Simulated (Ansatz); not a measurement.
Computed with Ansatz on PBE0-D4/def2-TZVP structures; ΔE is electronic, products minus reactants. CCSD(T)/CBS adds triple-zeta CCSD(T) − MP2 to the extrapolated MP2 energy (def2 sets, frozen cores). DFT in def2-TZVPP. B3LYP here is the variant with VWN-RPA as its local correlation; programs differ in this. For Se outer-core shells are correlated without core-valence functions, which leaves a few kJ/mol of doubt a bond. Scalar relativity is left out up to krypton. One conformer a species, not always the lowest.

`CN[Si](F)(F)F` + `CBC=[Se]` → `CB[Si](F)(F)F` + `CNC=[Se]`  (redistribution)

`CN[Si](F)(F)F`:

Cartesian coordinates in Å:
```
C 1.073 0.850 -0.379
N 0.359 -0.410 -0.293
Si -1.105 -0.652 0.472
F -1.093 -0.039 1.925
F -1.393 -2.199 0.543
F -2.355 0.014 -0.228
H 2.135 0.713 -0.158
H 0.679 1.549 0.361
H 0.979 1.319 -1.363
H 0.721 -1.144 -0.879
```

`CBC=[Se]`:

```xyz
9

C     0.845    0.015    0.893
B    -0.549    0.049    0.180
C    -0.751   -0.335   -1.285
Se   -0.584    1.234   -2.077
H     0.839   -0.850    1.572
H     0.996    0.892    1.527
H     1.695   -0.094    0.219
H    -1.535    0.342    0.800
H    -0.956   -1.253   -1.830
```

`CB[Si](F)(F)F`:

Cartesian coordinates in Å:
```
C 0.996 -0.959 0.760
B -0.415 -0.519 0.315
Si -0.746 1.144 -0.762
F 0.568 1.982 -1.053
F -1.743 2.126 -0.018
F -1.382 0.815 -2.176
H 1.747 -0.172 0.834
H 1.022 -1.605 1.639
H 1.315 -1.598 -0.086
H -1.362 -1.215 0.546
```

`CNC=[Se]`:

Cartesian coordinates in Å:
```
C -0.412 0.612 0.836
N 0.058 0.332 -0.498
C 0.494 -0.857 -0.891
Se 0.593 -2.329 0.115
H -1.260 -0.031 1.082
H 0.375 0.410 1.566
H -0.711 1.658 0.892
H 0.055 1.083 -1.169
H 0.808 -0.876 -1.933
```

| level | ΔE (kcal/mol) | difference from CCSD(T)/CBS |
| --- | --- | --- |
| PBE-D4 | 12.1 | -6.2 |
| r2SCAN-D4 | 15.2 | -3.1 |
| PBE0-D4 | 13.2 | -5.1 |
| B3LYP-D4 | 14.3 | -4.0 |
| B2PLYP | 16.0 | -2.3 |
| PBE | 11.9 | -6.4 |
| r2SCAN | 15.1 | -3.2 |
| PBE0 | 13.0 | -5.3 |
| B3LYP | 13.9 | -4.4 |
| HF/def2-TZVPP | 15.4 | -2.9 |
| SCS-MP2/def2-TZVPP | 18.3 | 0.0 |
| CCSD(T)/def2-TZVPP | 18.4 | 0.1 |
| MP2/def2-QZVPP | 18.7 | 0.4 |
| SCS-MP2/def2-QZVPP | 18.3 | 0.0 |
| HF/CBS(def2) | 15.7 | -2.6 |
| MP2/CBS(def2) | 18.6 | 0.3 |
| CCSD(T)/CBS | 18.3 | 0 |

Largest T1 diagnostic among the species: 0.018.

From PBE to PBE0 (25 % exact exchange), in def2-TZVPP and without D4, ΔE moves by +1.2 kcal/mol. In def2-TZVPP, CCSD(T) changes the Hartree–Fock value by +3.0 kcal/mol (the triples alone add +0.3 kcal/mol) and MP2 by +3.3 kcal/mol.
